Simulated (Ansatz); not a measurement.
A nudged elastic band was laid between two geometries of ClF4H4SiTa (11 atoms, charge 0, multiplicity 1).

These are results of RKS PBE/def2-SVP (Ansatz 0.2.0), not measurements.

```
movable images  : 9
climbing image  : yes
spring          : 5.0 eV/Å²
optimiser       : quadratic models (default)
start path      : through a guess of the saddle point
force threshold : 0.03 eV/Å
iteration limit : 60
end points      : relaxed
```

Image 0:

```xyz
11
Properties=species:S:1:pos:R:3
Ta -0.035 -0.329 0.039
F 1.754 -0.933 0.160
Cl -0.234 -0.644 2.357
F 0.481 0.522 -1.573
F -1.364 1.011 0.178
F -0.949 -1.808 -0.621
Si 1.376 2.698 1.563
H 1.764 2.231 2.931
H 2.451 3.529 0.931
H 0.055 3.399 1.560
H 1.251 1.464 0.684
```

Image 10:

```xyz
11
Properties=species:S:1:pos:R:3
Ta -0.339 0.174 0.328
F 1.964 -0.021 0.037
Cl -0.063 -0.721 2.475
F -0.221 1.243 -1.233
F -2.142 0.579 0.573
F 0.012 -1.445 -0.580
Si 0.945 2.328 1.402
H 0.871 2.565 2.885
H 2.450 2.013 1.182
H 0.779 3.629 0.660
H 2.297 0.795 0.483
```

Q: What changes between the two ends?

A: Bonds broken: Si7–H11. Bonds formed: Ta1–Si7, F2–H11.

Q: Give the energies along the band, and the barrier.

A: It converged. The highest image is number 6 of 0 to 10, 1.74 eV above the first end and 0.23 eV above the last; the last end lies 1.51 eV above the first. A vibrational analysis at the climbing image gives one clearly imaginary mode, 124i cm⁻¹: a first-order saddle point. The orbitals stay closed-shell, which can raise the energy where a bond breaks towards radicals; this wasn't checked here.

```tsv
image	path coordinate (Å)	energy (eV)	Si7–H11 (Å)	Ta1–Si7 (Å)	F2–H11 (Å)
0	0.00	0.00	1.52	3.67	2.50
1	0.55	0.00	1.52	3.68	2.49
2	1.10	0.03	1.52	3.55	2.43
3	1.65	0.11	1.51	3.37	2.24
4	2.21	0.40	1.53	3.09	1.90
5	2.76	1.44	1.74	2.85	1.43
6	3.31	1.74	2.17	2.75	1.00
7	4.07	1.68	2.51	2.71	0.95
8	4.83	1.58	2.35	2.70	0.96
9	5.59	1.52	2.25	2.72	0.98
10	6.36	1.51	2.24	2.73	0.99
```

Q: What is the geometry of the highest image?

A: 
```xyz
11
Properties=species:S:1:pos:R:3
Ta -0.219 0.264 0.239
F 1.958 -0.514 0.332
Cl -0.552 -0.329 2.475
F 0.374 1.196 -1.301
F -1.930 0.993 0.072
F -0.218 -1.465 -0.492
Si 1.249 2.283 1.401
H 1.671 2.242 2.842
H 2.224 3.082 0.578
H -0.088 2.999 1.321
H 2.083 0.388 0.743
```

Q: What are the harmonic wavenumbers there?

A: 124i, 77, 103, 120, 142, 160, 172, 180, 191, 231, 237, 270, 317, 370, 446, 598, 621, 655, 681, 697, 811, 883, 896, 2096, 2159, 2184, 2787 cm⁻¹.

Time of the run: 8.1 min on 4 threads of Arm Neoverse V2, with other jobs on the host, peak memory 0.23 GiB.
